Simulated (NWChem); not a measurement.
System: SeIBr; SMILES Br[Se]I

Computed with NWChem. Structure relaxed at the PBE0/def2-SVP level. Not confirmed as a minimum by frequencies. def2 effective core potentials on I; no spin-orbit coupling. Ions are spin-unrestricted doublets at the neutral geometry; other ion states weren't tried.

Task: Estimate the computed values for PBE/def2-SVP. Quantities: vertical ionisation energy, ΔSCF (eV); −ε(HOMO) (eV).

Result: 
```yaml
vertical ionisation energy, ΔSCF (eV): 8.42
"−ε(HOMO) (eV)": 5.48
```
